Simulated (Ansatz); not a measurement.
Input file for Ansatz (a quantum-chemistry and plane-wave program): R-wB97M-V/def2-TZVPP on BH5Si (SMILES B[SiH3]), atoms moved off the minimum.

Ansatz 0.2 input:
```yaml
crystal:
  periodic: [false, false, false]
  atoms:
    - {symbol: B, position_ang: [-0.59246935, -1.21864821, 0.29054165]}
    - {symbol: H, position_ang: [-0.43187815, -1.85231486, 0.89490784]}
    - {symbol: H, position_ang: [-1.73044338, -1.30482715, -0.19059967]}
    - {symbol: Si, position_ang: [0.30969677, 0.52852415, 0.09463086]}
    - {symbol: H, position_ang: [-0.01715363, 1.43238198, 0.99107668]}
    - {symbol: H, position_ang: [-0.04344129, 1.17992349, -1.35728702]}
    - {symbol: H, position_ang: [1.74645183, 0.30552284, 0.06465452]}
basis:
  gaussian:
    orbitals: def2-TZVPP
hamiltonian:
  xc: {name: wB97M-V}
scf: {lower_state_search: off}
output: {forces: true}
```

The head of its log:

```
WARN ansatz: RAYON_NUM_THREADS=1 ignored (pool sized by the plan → 1); use --threads N
Functional definition: wB97M-V
these checks for a lower state are left out or cut short: stability, starts, cluster_reference, orbital_swaps, neighbouring_geometries, increment
integrals: 0.06 GiB planned
755 factors; their error is unknown
integrals: 0.09 GiB planned
203 factors; integrals over basis functions are off by at most 1.7e-5 eV
mean field: 0.59 GiB planned
mean field evaluation 1: about -8629.5972 eV, gradient 1.7e1 eV
mean field evaluation 2: about -8630.2889 eV, gradient 5.5e0 eV
```

**Question.** Give the final energy of this run.

**Answer.** -317.1610 hartree.
